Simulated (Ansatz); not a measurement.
ZrO2, SMILES [O]=[Zr]=[O], multiplicity 1.

The structure is a stationary point at B3LYP-D3(BJ)/def2-TZVP. The spin state was assumed, not searched. The isomer is the one that the SMILES or the coordinates give; other isomers of the formula were not compared. The def2 effective core potentials stand for the cores of Zr; spin–orbit coupling is left out.

Two levels are set side by side: PBE/def2-TZVPD (Ansatz, a quantum-chemistry and plane-wave program) and PBE0/def2-TZVPD (Ansatz). Energy differences of separate SCF runs at the same geometry; the states with an electron removed or added have multiplicity 2 and 2. Differences are taken from unrounded values.

| quantity | PBE0 | PBE | PBE minus PBE0 |
|---|---|---|---|
| vertical ionisation energy (eV) | 9.01 | 8.98 | -0.03 |
| vertical electron affinity (eV) | 1.62 | 1.56 | -0.07 |
| vertical singlet–triplet gap (eV) | 2.01 | 2.00 | -0.01 |
